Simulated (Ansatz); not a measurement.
`N=C(F)[SiH2][GeH3]` + H₂ → `[SiH3][GeH3]` + `N=CF` at 700 K and 1 bar (hydrogenolysis of the Si–C bond).

Program: Ansatz. Geometries: PBE0-D4/def2-TZVP. ΔE: electronic, gas phase. CCSD(T)/CBS is the MP2 limit (def2-TZVPP, def2-QZVPP) plus CCSD(T) − MP2 in def2-TZVPP, frozen cores. This one scheme is used for every species. For Ge outer-core shells are correlated without core-valence functions, which leaves a few kJ/mol of doubt a bond. Scalar relativity is left out up to krypton. One conformer a species, not always the lowest.

| species | CCSD(T)/CBS energy (Eh) | H − E (kJ/mol) | S (J/(mol·K)) |
| --- | --- | --- | --- |
| `N=C(F)[SiH2][GeH3]` | -2561.31805 | 257.1 | 516.0 |
| H₂ | -1.17544 | 46.8 | 155.3 |
| `[SiH3][GeH3]` | -2368.78170 | 184.9 | 383.3 |
| `N=CF` | -193.72220 | 122.2 | 297.1 |

H − E and S are ideal-gas, rigid-rotor, harmonic terms from PBE0-D4/def2-TZVP, for one conformer and one mirror image of each species. For small species the MP2-based limit differs from directly extrapolated CCSD(T) by up to some mEh (0.8 for H₂); such offsets cancel only in part. 1 Eh = 2625.50 kJ/mol, R = 8.31446 J/(mol·K).

Question: By hand: ΔE, ΔH, ΔS and ΔG.

Answer: ΔE = (-2368.78170) + (-193.72220) − (-2561.31805) − (-1.17544) = -0.01041 Eh = -27.3 kJ/mol. Δ(H − E) = 184.9 + 122.2 − 257.1 − 46.8 = 3.2, so ΔH = -24.1 kJ/mol. ΔS = 383.3 + 297.1 − 516.0 − 155.3 = 9.1 J/(mol·K). ΔG = -24.1 − 700 × (9.1)/1000 = -30.5 kJ/mol.

Question: By hand: the equilibrium constant, and the temperature at which ΔG would vanish if ΔH and ΔS stayed fixed.

Answer: log₁₀ K = −ΔG/(RT ln 10) = 2.3. ΔH and −TΔS have one sign here, so there is no such temperature.

The number of gas molecules stays the same, so ΔS is small and ΔH decides. A doubt of 5 kJ/mol in ΔE shifts log₁₀ K by 0.4 here. Other conformers and mirror images would add mixing entropy, several J/(mol·K) or more a flexible species. Modes under 60 cm⁻¹, often nearly free rotors, make the harmonic entropy too high. These are equilibria of isolated gas molecules and say nothing of rates. Largest T1 diagnostic: 0.014 (customary marks: 0.02 for closed shells, 0.045 for open ones).

ΔS is within the doubt of such terms, so its sign, and with it that verdict, could turn.
